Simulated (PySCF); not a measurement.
**`N#C[C@@]1([SiH3])C[Si@H]1S`: 4 charge schemes on one density**

Species: C3H7NSSi2.
Cartesian coordinates in Å at the GFN2-xTB level; atoms count from 1:
```xyz
14
C3H7NSSi2 angstrom
N      0.413    1.680    2.396
C      0.088    1.008    1.521
C     -0.232    0.148    0.458
Si    -1.933   -0.671    0.628
C      0.192    0.666   -0.947
Si     1.306   -0.699   -0.310
S      3.192   -0.214    0.564
H     -2.016   -1.661   -0.449
H     -2.963    0.354    0.457
H     -2.014   -1.302    1.942
H      0.533    1.694   -0.978
H     -0.523    0.463   -1.733
H      1.249   -2.056   -0.794
H      2.708    0.591    1.502
```

Density: PBE0/pcSseg-1 (PySCF); schemes: Mulliken, IAO, Hirshfeld and ESP-fitted. One conformer (not necessarily the lowest) at the GFN2-xTB geometry, without solvent, vibrations or thermal averaging.

Do the Mulliken, IAO, Hirshfeld and ESP-fitted schemes agree on where the charge is lowest?

The schemes don't all agree: Mulliken C3 (-0.835); IAO C5 (-0.522); Hirshfeld N1 (-0.244); ESP-fitted N1 (-0.549).

At which atom do the 4 schemes differ most?

At C3: from -0.835 (Mulliken) to -0.143 e (Hirshfeld), 0.692 e apart.

Do the Mulliken, IAO, Hirshfeld and ESP-fitted schemes agree on where the charge is highest?

The schemes don't all agree: Mulliken Si6 (+0.683); IAO Si6 (+0.777); Hirshfeld Si6 (+0.340); ESP-fitted C2 (+0.601).

Tabulate the Mulliken, IAO, Hirshfeld and ESP-fitted charges.

In e:

| atom | environment | Mulliken | IAO | Hirshfeld | ESP-fitted |
| --- | --- | --- | --- | --- | --- |
| N1 | nitrile nitrogen | -0.275 | -0.291 | -0.244 | -0.549 |
| C2 | nitrile carbon | +0.189 | +0.131 | +0.063 | +0.601 |
| C3 | sp3 carbon bound to silicon | -0.835 | -0.520 | -0.143 | -0.537 |
| Si4 | SiH3 silicon | +0.617 | +0.640 | +0.328 | +0.377 |
| C5 | sp3 carbon bound to silicon | -0.349 | -0.522 | -0.157 | -0.367 |
| Si6 | SiH silicon | +0.683 | +0.777 | +0.340 | +0.267 |
| S7 | sulfur bonded to Si and H | -0.346 | -0.273 | -0.109 | -0.276 |
| H8 | Si–H hydrogen | -0.089 | -0.120 | -0.072 | -0.063 |
| H9 | Si–H hydrogen | -0.057 | -0.108 | -0.067 | -0.047 |
| H10 | Si–H hydrogen | -0.059 | -0.103 | -0.065 | -0.064 |
| H11 | methylene hydrogen | +0.172 | +0.175 | +0.055 | +0.172 |
| H12 | methylene hydrogen | +0.159 | +0.162 | +0.050 | +0.193 |
| H13 | Si–H hydrogen | -0.007 | -0.080 | -0.043 | +0.068 |
| H14 | S–H hydrogen | +0.197 | +0.133 | +0.063 | +0.226 |

Mean size of the charges over all atoms: IAO 0.288 e, Mulliken 0.288 e, ESP-fitted 0.272 e, Hirshfeld 0.129 e. Each set sums to the total charge, 0, to within 0.001 e. The IAO scheme projects the occupied orbitals on a minimal set of polarised atomic orbitals and counts the electrons in each atom's part of it.

How many electrons does the IAO scheme count on N1?

Z − q = 7 − (-0.291) ≈ 7.292.

Sum the charges by element, for elements with more than one atom.

```json
{"element": "C", "atoms": "3", "Mulliken": "-0.995", "IAO": "-0.911", "Hirshfeld": "-0.237", "ESP-fitted": "-0.303"}
{"element": "Si", "atoms": "2", "Mulliken": "+1.300", "IAO": "+1.417", "Hirshfeld": "+0.669", "ESP-fitted": "+0.643"}
{"element": "H", "atoms": "7", "Mulliken": "+0.316", "IAO": "+0.059", "Hirshfeld": "-0.078", "ESP-fitted": "+0.485"}
```

These values come from a run that also computed NMR shieldings. Time: 58 s of wall time (with the writing of density and orbital grids); peak memory 0.80 GiB. Hardware: Arm Neoverse N1, one thread, no GPU, shared host with 64 logical CPUs at a one-minute load of 59.
